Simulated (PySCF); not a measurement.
F2Sr, singlet, geometry from GFN2-xTB (such geometries of metal compounds can be far from the true shape) (core potentials on Sr); R2SCAN/def2-SVP (PySCF).

PySCF was given this input:
```python
from pyscf import gto, scf, dft

mol = gto.M(
    atom='''
Sr   -0.410213   -0.094669   -0.036572
F     0.687513    1.358642   -0.920318
F     1.044498   -0.958929    1.074731
''',
    basis='def2-svp',
    ecp={'Sr': 'def2-svp'},
    charge=0,
    spin=0,
    verbose=4,
)

mf = dft.RKS(mol)
mf.xc = 'r2scan'
mf.kernel()
```

What does PySCF print? Leave out banner, timings and long lists.


```
PySCF version 2.14.0

[INPUT] verbose = 4
[INPUT] num. atoms = 3
[INPUT] num. electrons = 28
[INPUT] charge = 0
[INPUT] spin (= nelec alpha-beta = 2S) = 0
[INPUT] symmetry False subgroup None
[INPUT] Mole.unit = angstrom
[INPUT] Symbol           X                Y                Z      unit          X                Y                Z       unit  Magmom
[INPUT]  1 Sr    -0.410213000000  -0.094669000000  -0.036572000000 AA   -0.775190222736  -0.178898482486  -0.069111063828 Bohr   0.0
[INPUT]  2 F      0.687513000000   1.358642000000  -0.920318000000 AA    1.299211277078   2.567461281331  -1.739148967507 Bohr   0.0
[INPUT]  3 F      1.044498000000  -0.958929000000   1.074731000000 AA    1.973815157656  -1.812113182903   2.030947247580 Bohr   0.0

nuclear repulsion = 60.9745866400384
number of shells = 21
number of NR pGTOs = 97
number of NR cGTOs = 51
basis = def2-svp
ecp = {'Sr': 'def2-svp'}

******** <class 'pyscf.dft.rks.RKS'> ********
method = RKS
initial guess = minao
damping factor = 0
level_shift factor = 0
DIIS = <class 'pyscf.scf.diis.CDIIS'>
diis_start_cycle = 1
diis_space = 8
diis_damp = 0
SCF conv_tol = 1e-09
SCF conv_tol_grad = None
SCF max_cycles = 50
direct_scf = True
direct_scf_tol = 1e-13
XC library pyscf.dft.libxc version 7.1.2
    S. Lehtola, C. Steigemann, M. J. T. Oliveira, and M. A. L. Marques,  SoftwareX 7, 1–5 (2018)
XC functionals = r2scan
    J. W. Furness, A. D. Kaplan, J. Ning, J. P. Perdew, and J. Sun,  J. Phys. Chem. Lett. 11, 8208–8215 (2020)
    J. W. Furness, A. D. Kaplan, J. Ning, J. P. Perdew, and J. Sun,  J. Phys. Chem. Lett. 11, 9248–9248 (2020)
    J. W. Furness, A. D. Kaplan, J. Ning, J. P. Perdew, and J. Sun,  J. Phys. Chem. Lett. 11, 8208–8215 (2020)
    J. W. Furness, A. D. Kaplan, J. Ning, J. P. Perdew, and J. Sun,  J. Phys. Chem. Lett. 11, 9248–9248 (2020)
radial grids:
    Treutler-Ahlrichs [JCP 102, 346 (1995); DOI:10.1063/1.469408] (M4) radial grids

becke partition: Becke, JCP 88, 2547 (1988); DOI:10.1063/1.454033
pruning grids: <function nwchem_prune>
grids dens level: 3
symmetrized grids: False
atomic radii adjust function: <function treutler_atomic_radii_adjust>
small_rho_cutoff = 0
Set gradient conv threshold to 3.16228e-05
Initial guess from minao.
tot grids = 50440
init E= -217.991623978641
  HOMO = -0.138742869580051  LUMO = 0.0213076968509753  gap/eV = 4.35520
cycle= 1 E= -229.204307492509  delta_E= -11.2  |g|= 2.06  |ddm|= 3.41
  HOMO = -0.16533991988354  LUMO = -0.0749088158905273  gap/eV = 2.46076
cycle= 2 E= -209.507270682491  delta_E= 19.7  |g|= 6.76  |ddm|= 7.62
  HOMO = -0.447897329754056  LUMO = -0.0589386128076512  gap/eV = 10.58411
cycle= 3 E= -230.145194825544  delta_E= -20.6  |g|= 0.795  |ddm|= 6.81
  HOMO = -0.217957916651171  LUMO = -0.0306617851068687  gap/eV = 5.09659
cycle= 4 E= -230.279893827287  delta_E= -0.135  |g|= 0.242  |ddm|= 0.883
  HOMO = -0.245745286006876  LUMO = -0.0619773296845736  gap/eV = 5.00058
cycle= 5 E= -230.290979247384  delta_E= -0.0111  |g|= 0.0191  |ddm|= 0.232
  HOMO = -0.246499023452431  LUMO = -0.0624705885619861  gap/eV = 5.00767
cycle= 6 E= -230.291052976993  delta_E= -7.37e-05  |g|= 0.00369  |ddm|= 0.0219
  HOMO = -0.246766173341333  LUMO = -0.0628894110836598  gap/eV = 5.00354
cycle= 7 E= -230.291055529398  delta_E= -2.55e-06  |g|= 0.00115  |ddm|= 0.0038
  HOMO = -0.246895528050961  LUMO = -0.0628635685052323  gap/eV = 5.00776
cycle= 8 E= -230.291055848549  delta_E= -3.19e-07  |g|= 0.000426  |ddm|= 0.00117
  HOMO = -0.246934420628512  LUMO = -0.0628641306640993  gap/eV = 5.00881
cycle= 9 E= -230.291055879238  delta_E= -3.07e-08  |g|= 0.00011  |ddm|= 0.00024
  HOMO = -0.246940843633134  LUMO = -0.0628616303351279  gap/eV = 5.00905
cycle= 10 E= -230.291055880772  delta_E= -1.53e-09  |g|= 6.8e-05  |ddm|= 0.000101
  HOMO = -0.246943612443455  LUMO = -0.0628602541955203  gap/eV = 5.00916
cycle= 11 E= -230.291055881634  delta_E= -8.62e-10  |g|= 3.15e-07  |ddm|= 4.86e-05
  HOMO = -0.246943680866604  LUMO = -0.0628603252952367  gap/eV = 5.00916
Extra cycle  E= -230.291055881634  delta_E= -5.68e-13  |g|= 2.48e-07  |ddm|= 6.12e-07
converged SCF energy = -230.291055881634
```
